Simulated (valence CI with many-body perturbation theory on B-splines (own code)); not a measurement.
## Pb51+: electric-dipole lines

Level of theory: valence CI with perturbative core correlation (CI+MBPT): three valence electrons over a frozen Dirac-Fock core [Ar] 3d10, a basis of 11 s, 11 p, 10 d, 8 f, 5 g, 2 h functions for each j, with the one-electron correlation potential Σ1, the two-electron term Σ2, the three-electron term Σ3, Breit, model QED; selected CI, second order for the rest, scaled by the run's own slope (own B-spline code, finite nucleus).

The last digits are not significant, and no measured levels were compared; by estimate large intervals hold to a few tenths of a per cent, small ones and those within an open d or f shell to about a per cent.

Lines 151 to 200 of 560 in falling wavelength, among levels below 8917.4 × 10³ cm⁻¹, chosen from the strongest by gf and those to the six lowest levels. Wavelengths and rates use the calculated energies. Electric multipoles are in the length gauge with retardation, E1 and E2 with the static RPA response of the core. Weak lines are less certain than strong ones. Lines between different terms over intervals too small for the method are left out, as are lines whose strength nearly cancels. The highest levels of a list are the least certain.

Levels are named by their leading jj configuration (3d3/2^4 stands for four electrons in 3d with j = 3/2), which in mixed levels can hold well under half, so a name can repeat and another be missing. Letters in brackets count levels of one name in rising energy.

| λ vac (Å) | Upper | Lower | A (s⁻¹) | log gf | Branch % |
| --- | --- | --- | --- | --- | --- |
| 56.61 | (4p1/2 4d3/2 4d5/2) J=5/2 [a] | (4p1/2 4p3/2 4d3/2) J=5/2 [a] | 1.85e+11 | -0.27 | 33.9 |
| 56.61 | (4s 4d3/2 4d5/2) J=7/2 [a] | (4s 4p3/2 4d3/2) J=5/2 [a] | 1.12e+11 | -0.37 | 6.7 |
| 56.47 | (4s 4d5/2^2) J=3/2 | (4s 4p3/2 4d5/2) J=1/2 | 4.56e+11 | -0.06 | 37.2 |
| 56.46 | (4p1/2 4d5/2^2) J=7/2 | (4p1/2 4p3/2 4d5/2) J=7/2 [b] | 7.99e+10 | -0.52 | 4.8 |
| 56.44 | (4s 4d5/2 4f5/2) J=5/2 [a] | (4s 4p3/2 4f5/2) J=3/2 [a] | 1.47e+11 | -0.37 | 13.8 |
| 56.37 | (4s 4d5/2 4f7/2) J=9/2 | (4s 4p3/2 4f7/2) J=7/2 [a] | 1.84e+11 | -0.06 | 23.2 |
| 56.37 | (4p1/2^2 4d5/2) J=5/2 | (4p1/2^2 4p3/2) J=3/2 | 3.41e+11 | -0.01 | 70.3 |
| 56.34 | (4s 4p3/2 4f5/2) J=5/2 [a] | (4s 4p3/2 4d3/2) J=3/2 [b] | 8.21e+10 | -0.63 | 4.5 |
| 56.33 | (4p1/2 4d3/2 4d5/2) J=3/2 [a] | (4p1/2 4p3/2 4d3/2) J=3/2 [a] | 2.63e+11 | -0.30 | 43.1 |
| 56.32 | (4s 4d5/2 4f5/2) J=7/2 [a] | (4s 4p3/2 4f5/2) J=5/2 [a] | 2.31e+11 | -0.06 | 21.7 |
| 56.30 | (4s 4d5/2 4f5/2) J=11/2 | (4s 4p3/2 4f7/2) J=11/2 | 6.12e+10 | -0.46 | 6.6 |
| 56.28 | (4s 4p3/2 4d5/2) J=5/2 [a] | (4s 4p3/2^2) J=5/2 | 3.31e+11 | -0.02 | 47.3 |
| 56.27 | (4s 4p3/2 4f7/2) J=7/2 [b] | (4s 4p3/2 4d5/2) J=5/2 [a] | 8.01e+10 | -0.52 | 4.5 |
| 56.20 | (4p1/2 4d3/2 4d5/2) J=3/2 [b] | (4p1/2 4p3/2 4d3/2) J=3/2 [b] | 1.40e+11 | -0.58 | 5.6 |
| 56.16 | (4p1/2 4d5/2^2) J=1/2 | (4p1/2 4p3/2 4d5/2) J=3/2 [b] | 6.68e+11 | -0.20 | 69.1 |
| 56.16 | (4s 4d5/2 4f5/2) J=9/2 | (4s 4p3/2 4f5/2) J=7/2 | 4.48e+11 | 0.33 | 48.4 |
| 56.11 | (4p1/2 4p3/2 4d5/2) J=3/2 [b] | (4p1/2 4p3/2^2) J=1/2 | 3.87e+11 | -0.14 | 28.5 |
| 55.99 | (4s 4d5/2 4f5/2) J=5/2 [a] | (4s 4p3/2 4f5/2) J=5/2 [a] | 1.14e+11 | -0.49 | 10.6 |
| 55.94 | (4p1/2 4p3/2 4d5/2) J=1/2 | (4p1/2 4p3/2^2) J=1/2 | 5.78e+11 | -0.27 | 45.1 |
| 55.89 | (4s 4p3/2 4f5/2) J=3/2 [a] | (4s 4p3/2 4d3/2) J=3/2 [b] | 1.91e+11 | -0.45 | 14.0 |
| 55.87 | (4p1/2 4d3/2 4d5/2) J=1/2 | (4p1/2 4p3/2 4d3/2) J=1/2 [a] | 4.21e+11 | -0.40 | 65.4 |
| 55.87 | (4s 4d3/2 4d5/2) J=5/2 [a] | (4s 4p3/2 4d3/2) J=5/2 [a] | 1.20e+11 | -0.47 | 6.4 |
| 55.82 | (4s 4d3/2 4d5/2) J=5/2 [a] | (4s 4p3/2 4d3/2) J=3/2 [a] | 1.33e+11 | -0.43 | 7.1 |
| 55.79 | (4s 4d5/2 4f7/2) J=7/2 | (4s 4p3/2 4f7/2) J=5/2 [a] | 8.86e+10 | -0.48 | 10.9 |
| 55.73 | (4s 4d5/2^2) J=1/2 | (4s 4p3/2 4d5/2) J=1/2 | 2.58e+11 | -0.62 | 22.7 |
| 55.67 | (4s 4p3/2 4d5/2) J=1/2 | (4s 4p3/2^2) J=1/2 | 6.23e+11 | -0.24 | 73.0 |
| 55.65 | (4s 4p3/2 4f5/2) J=9/2 | (4s 4p3/2 4d5/2) J=9/2 | 1.31e+11 | -0.22 | 11.0 |
| 55.57 | (4s 4p1/2 4d5/2) J=7/2 | (4s 4p1/2 4p3/2) J=5/2 | 3.68e+11 | 0.13 | 94.0 |
| 55.49 | (4s 4d5/2 4f5/2) J=11/2 | (4s 4p3/2 4f7/2) J=9/2 [a] | 2.28e+11 | 0.10 | 24.7 |
| 55.43 | (4s^2 4d5/2) J=5/2 | (4s^2 4p3/2) J=3/2 | 4.55e+11 | 0.10 | 100.0 |
| 55.26 | (4s 4d5/2 4f7/2) J=9/2 | (4s 4p3/2 4f7/2) J=9/2 [a] | 3.19e+11 | 0.16 | 40.1 |
| 55.22 | (4s 4d5/2 4f5/2) J=7/2 [a] | (4s 4d3/2 4d5/2) J=5/2 [b] | 2.69e+11 | -0.01 | 25.2 |
| 55.05 | (4p3/2^2 4d5/2) J=3/2 | (4p3/2^3) J=3/2 | 8.87e+11 | 0.21 | 28.5 |
| 54.93 | (4s 4d5/2 4f7/2) J=5/2 | (4s 4p3/2 4f7/2) J=5/2 [a] | 1.95e+11 | -0.28 | 20.5 |
| 54.93 | (4s 4d5/2^2) J=5/2 | (4s 4p3/2 4d5/2) J=5/2 [a] | 3.53e+11 | -0.02 | 24.4 |
| 54.92 | (4s 4d3/2 4d5/2) J=3/2 [a] | (4s 4p3/2 4d3/2) J=1/2 [a] | 2.65e+11 | -0.32 | 12.3 |
| 54.91 | (4p1/2 4p3/2 4d5/2) J=7/2 [b] | (4p1/2 4p3/2^2) J=5/2 | 7.48e+11 | 0.43 | 52.5 |
| 54.90 | (4s 4d3/2 4d5/2) J=3/2 [a] | (4s 4p3/2 4d3/2) J=3/2 [a] | 1.83e+11 | -0.48 | 8.4 |
| 54.86 | (4s 4d5/2 4f5/2) J=7/2 [b] | (4s 4p3/2 4f5/2) J=5/2 [a] | 1.62e+11 | -0.23 | 15.3 |
| 54.79 | (4s 4p1/2 4d5/2) J=5/2 [a] | (4s 4p1/2 4p3/2) J=3/2 [a] | 4.85e+11 | 0.12 | 95.4 |
| 54.75 | (4s 4d5/2 4f7/2) J=7/2 | (4s 4p3/2 4f7/2) J=7/2 [a] | 1.71e+11 | -0.21 | 21.1 |
| 54.71 | (4s 4d5/2^2) J=9/2 | (4s 4p3/2 4d5/2) J=7/2 [a] | 4.75e+11 | 0.33 | 32.2 |
| 54.68 | (4s 4d5/2 4f5/2) J=5/2 [a] | (4s 4d3/2 4d5/2) J=3/2 [b] | 1.12e+11 | -0.52 | 10.4 |
| 54.68 | (4s 4d5/2 4f5/2) J=1/2 | (4s 4p3/2 4f5/2) J=1/2 | 4.14e+11 | -0.43 | 39.3 |
| 54.62 | (4s 4d5/2 4f5/2) J=9/2 | (4s 4d3/2 4d5/2) J=7/2 [b] | 1.05e+11 | -0.33 | 11.3 |
| 54.61 | (4p1/2 4p3/2 4d5/2) J=5/2 [b] | (4p1/2 4p3/2^2) J=5/2 | 1.27e+11 | -0.47 | 6.4 |
| 54.58 | (4s 4p3/2 4d5/2) J=3/2 [b] | (4s 4p3/2^2) J=1/2 | 4.77e+11 | -0.07 | 24.8 |
| 54.57 | (4s 4d5/2^2) J=7/2 [b] | (4s 4p3/2 4d5/2) J=7/2 [b] | 1.31e+11 | -0.33 | 7.9 |
| 54.56 | (4s 4p1/2 4f5/2) J=5/2 [b] | (4s 4p1/2 4d3/2) J=3/2 [b] | 1.78e+11 | -0.32 | 42.8 |
| 54.55 | (4s 4p3/2 4d5/2) J=5/2 [b] | (4s 4p3/2^2) J=3/2 | 9.65e+11 | 0.41 | 42.1 |

Task: How does gf follow from A for the line at 54.62 Å?

Result: gf = 1.4992 × (2J+1)_upper × A / σ², with σ = 1830688 cm⁻¹ and 2J+1 = 10: gf = 0.468.
